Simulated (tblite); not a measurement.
Species: C3H11ClN2Si3.
Atom-mapped SMILES: `[N:1]#[C:2][CH2:3][Si@H:4]([Cl:5])[CH2:6][N:7]([SiH3:8])[SiH3:9]` (hydrogens: H10, H11 on C3; H12 on Si4; H13, H14 on C6; H15, H16, H17 on Si8; H18, H19, H20 on Si9)

Structure optimised with GFN2-xTB, isolated species.

(1) What internal coordinates does the optimisation give?

## Answers

(1) 
```json
{"bond": "N1≡C2", "length (Å)": "1.144"}
{"bond": "C2–C3", "length (Å)": "1.429"}
{"bond": "C3–Si4", "length (Å)": "1.921"}
{"bond": "Si4–Cl5", "length (Å)": "2.028"}
{"bond": "Si4–C6", "length (Å)": "1.912"}
{"bond": "C6–N7", "length (Å)": "1.456"}
{"bond": "N7–Si8, N7–Si9", "length (Å)": "1.736"}
{"bond": "C3–H10", "length (Å)": "1.092"}
{"bond": "C3–H11", "length (Å)": "1.093"}
{"bond": "Si4–H12", "length (Å)": "1.463"}
{"bond": "C6–H13", "length (Å)": "1.096"}
{"bond": "C6–H14", "length (Å)": "1.094"}
{"bond": "Si8–H15, Si9–H20", "length (Å)": "1.452"}
{"bond": "Si8–H16 and 3 like bonds", "length (Å)": "1.470"}
```

Bonds in one row agree within 0.01 Å and their mean is given. A selection of angles:
```json
{"angle": "N1–C2–C3", "degrees": "179.0"}
{"angle": "C2–C3–Si4", "degrees": "111.5"}
{"angle": "C2–C3–H10", "degrees": "108.3"}
{"angle": "C2–C3–H11", "degrees": "108.3"}
{"angle": "Si4–C3–H10", "degrees": "110.3"}
{"angle": "Si4–C3–H11", "degrees": "110.4"}
{"angle": "H10–C3–H11", "degrees": "107.9"}
{"angle": "C3–Si4–Cl5", "degrees": "106.5"}
{"angle": "C3–Si4–C6", "degrees": "110.9"}
{"angle": "C3–Si4–H12", "degrees": "109.2"}
{"angle": "Cl5–Si4–C6", "degrees": "108.3"}
{"angle": "Cl5–Si4–H12", "degrees": "108.1"}
{"angle": "C6–Si4–H12", "degrees": "113.5"}
{"angle": "Si4–C6–N7", "degrees": "113.9"}
{"angle": "Si4–C6–H13", "degrees": "108.9"}
{"angle": "Si4–C6–H14", "degrees": "109.2"}
{"angle": "N7–C6–H13", "degrees": "109.4"}
{"angle": "N7–C6–H14", "degrees": "109.2"}
{"angle": "H13–C6–H14", "degrees": "105.8"}
{"angle": "C6–N7–Si8", "degrees": "117.1"}
{"angle": "C6–N7–Si9", "degrees": "116.5"}
{"angle": "Si8–N7–Si9", "degrees": "126.0"}
{"angle": "N7–Si8–H15", "degrees": "107.5"}
{"angle": "N7–Si8–H16", "degrees": "110.1"}
{"angle": "H15–Si8–H16", "degrees": "112.5"}
{"angle": "H16–Si8–H17", "degrees": "107.5"}
{"angle": "H19–Si9–H20", "degrees": "113.4"}
```

Dihedral angles: C2–C3–Si4–Cl5 -176° (antiperiplanar); C3–Si4–C6–N7 -39° (synclinal); Si4–C6–N7–Si8 104° (anticlinal).

Si4 (chlorine-bound silicon) is distorted tetrahedral (angles from 106.5° to 113.5°). The C–N distances run from 1.144 Å (N1≡C2, drawn triple) to 1.456 Å (C6–N7, drawn single), a spread of 0.312 Å. Si8 (SiH3 silicon) is tetrahedral (angles from 107.5° to 112.5°). N7 (nitrogen bridging silicon atoms) is planar (angles 126.0°, 117.1° and 116.5°, sum 359.6°, 0.06 Å off the plane of its three neighbours). Of the pairs four or more bonds apart, C2···Si8 is among the closest relative to their van der Waals radii: 3.73 Å, 98 % of the sum of Bondi's values.

Point group: C1 (no symmetry element, even within 0.4 Å). GFN2-xTB frequencies show an imaginary mode (42i cm⁻¹), so the point is no minimum at that level. 3 starts were optimised and ended at 0.00, 0.49 and 0.70 kcal/mol (GFN2-xTB); the lowest of these is shown.

Hardware: Intel Xeon at 2.50 GHz, one thread, shared host. Cost: 5.9 s of wall time. These figures are those of the optimisation.

All values are computed, not measured.
